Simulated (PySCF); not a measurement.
Mg(Et)(OH) (C₂H₆MgO), SMILES C[CH2][Mg][OH].

The structure is a stationary point at ωB97X-D3(BJ)/def2-SVP. The values are those of a single conformer.

These are TDA-M06-2X/def2-SVPD (PySCF) values and carry that method's errors.

Vertical excitations. The molecule is in vacuum. State labels are in the subgroup Cs.

```
state  symmetry  energy (eV)  λ (nm)      f                                                 main pairs
-----  --------  -----------  ------  -----  ---------------------------------------------------------
S1           A'         5.17     240  0.177                                             HOMO→LUMO 92 %
S2           A'         5.72     217  0.079                                           HOMO→LUMO+1 87 %
S3           A"         5.79     214  0.058                                           HOMO→LUMO+2 87 %
S4           A'         6.13     202  0.071                                           HOMO−2→LUMO 90 %
S5           A"         6.13     202  0.074                                           HOMO−1→LUMO 90 %
S6           A'         6.56     189  0.045                                           HOMO→LUMO+3 87 %
S7           A"         7.02     177  0.000                                         HOMO−1→LUMO+1 79 %
S8           A'         7.06     176  0.000  HOMO−2→LUMO+1 44 %, HOMO−1→LUMO+2 38 %, HOMO−1→LUMO+4 7 %
S9           A"         7.07     175  0.000                     HOMO−2→LUMO+2 78 %, HOMO−2→LUMO+4 13 %
S10          A"         7.48     166  0.052                         HOMO→LUMO+4 64 %, HOMO−3→LUMO 22 %
T1           A'         4.04     307      0                                             HOMO→LUMO 82 %
T2           A'         5.28     235      0                         HOMO→LUMO+1 72 %, HOMO→LUMO+5 23 %
T3           A"         5.39     230      0                         HOMO→LUMO+2 70 %, HOMO→LUMO+4 26 %
T4           A"         5.79     214      0                                           HOMO−1→LUMO 84 %
```
Triplets are in the Tamm–Dancoff approximation.
